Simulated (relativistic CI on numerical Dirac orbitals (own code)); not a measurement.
**Rh³⁺: resonant inelastic scattering at the L2,3 edge**

Computed with this model: Dirac-Coulomb-Breit CI, separate exchange-only KLI orbitals for each configuration, model QED, valence Slater integrals scaled by 0.9, Kramers-Heisenberg scattering through one core-hole configuration in a parametric crystal field; configurations [Kr] 4d6 → [He] 2s2 2p5 3s2 3p6 3d10 4s2 4p6 4d7; 300 K; core-hole width 1.6 eV; summed over polarisations. Incident energies are the highest absorption maxima for each field (at most a few, so the weaker spin-orbit partner edge can be absent), on the computed scale of the free ion. Intensities are in per cent of the strongest line above 0.02 eV; levels within 1 cm⁻¹ are merged; final levels count from the ground level, the first row holds all elastic scattering, lines under 0.4 are left out and each table stops after 24 rows. The scale of the Slater integrals is a model choice and moves the terms in proportion.

Field parameters in Wybourne normalisation: Oh B⁴₀ = 21Dq, B⁴₄ = √(5/14) B⁴₀. The field is a parameter set, without covalency.

S is read from ⟨S²⟩ = S(S + 1).

Oh, 10Dq = 6000 cm⁻¹:

```tsv
Final level (eV)	Degeneracy	Irrep	S	3007.6 eV	3150.2 eV
0.000	3	T2	1.99	916.4	108.1
0.057	2	E	1.98	55.2	10.6
0.072	3	T1	1.99	71.0	17.6
0.135	1	A1	1.98	26.7	8.7
0.187	3	T1	1.99	100.0	40.3
0.209	3	T2	1.99	87.3	32.9
0.884	1	A2	1.99	10.0	6.6
0.888	3	T2	1.98	31.1	14.4
0.891	2	E	1.98	17.5	5.3
0.902	3	T1	1.98	16.9	9.9
0.911	1	A1	1.98	1.6	2.3
1.618	1	A1	0.82	3.1	6.3
1.667	2	E	1.00	4.6	4.1
1.700	3	T2	1.01	5.1	5.7
1.828	3	T1	1.01	10.6	15.9
1.991	3	T1	0.96	5.5	8.8
2.073	2	E	1.01	8.5	13.9
2.084	1	A2	0.99	0.7	0.8
2.090	3	T2	1.00	5.7	5.5
2.298	2	E	0.99	3.7	3.4
2.315	3	T1	0.96	4.6	10.6
2.354	3	T2	1.00	6.6	9.0
2.379	1	A1	0.67	0.5	1.1
2.446	1	A1	0.80	2.3	5.6
```

Oh, 10Dq = 13500 cm⁻¹:

```tsv
Final level (eV)	Degeneracy	Irrep	S	3008 eV	3149.9 eV
0.000	3	T2	1.99	699.9	64.7
0.046	2	E	1.95	46.8	8.6
0.066	3	T1	1.96	62.7	12.8
0.070	1	A1	1.62	23.3	1.7
0.171	3	T1	1.96	100.0	24.1
0.183	3	T2	1.94	79.2	19.2
0.319	1	A1	0.96	3.6	7.3
0.848	2	E	1.05	4.0	5.5
0.887	3	T2	1.09	5.5	9.1
1.033	3	T1	1.09	9.3	19.3
1.241	1	A1	0.94	2.5	3.9
1.349	3	T1	0.95	18.9	16.1
1.421	2	E	1.03	12.1	14.4
1.514	3	T2	1.02	7.8	8.8
1.551	1	A2	1.02	1.1	1.1
1.769	3	T1	1.76	23.0	6.5
1.776	1	A1	1.93	2.1	1.2
1.784	2	E	1.93	21.8	3.8
1.793	3	T2	1.95	30.4	6.8
1.802	1	A2	1.97	7.7	2.8
1.867	3	T1	0.76	3.1	5.0
2.326	2	E	1.02	3.4	3.1
2.362	3	T2	1.01	4.5	6.0
2.414	3	T1	1.01	5.1	8.5
```

Oh, 10Dq = 21000 cm⁻¹:

```csv
Final level (eV),Degeneracy,Irrep,S,3008.1 eV,3150.6 eV
0.000,1,A1,0.12,469.8,44.2
1.290,2,E,1.36,14.8,4.3
1.321,3,T2,1.30,1.7,0.3
1.346,3,T1,1.47,9.2,0.2
1.419,1,A1,1.54,20.1,20.5
1.474,3,T2,1.94,3.5,1.9
1.559,3,T1,1.91,5.8,2.5
1.647,2,E,1.70,4.9,6.0
1.860,3,T1,1.67,3.0,0.3
1.943,1,A1,1.54,5.9,7.9
2.055,3,T1,1.00,100.0,3.4
2.124,2,E,1.06,5.7,16.7
2.217,3,T2,1.02,30.0,23.6
2.462,3,T1,0.29,84.3,54.8
3.655,3,T2,0.23,43.1,7.6
3.757,2,E,1.07,0.5,0.1
3.815,3,T1,1.13,2.6,0.1
4.005,3,T2,1.08,1.4,0.5
4.027,3,T1,1.14,0.1,0.9
4.035,2,E,1.27,0.7,0.3
4.152,3,T2,1.65,0.8,0.4
4.160,2,E,1.40,0.4,0.0
4.175,3,T1,1.52,1.9,0.3
4.178,1,A1,1.57,0.8,0.2
```

For the first field the strongest loss at the lowest incident energy is the level at 0.19 eV (S = 1.99, against 1.99 in the thermal ground state). Levels of other spin, the first over 8 % at 1.83 eV, appear because spin-orbit coupling of the core hole, and in heavier ions of the valence shell too, mixes spins.
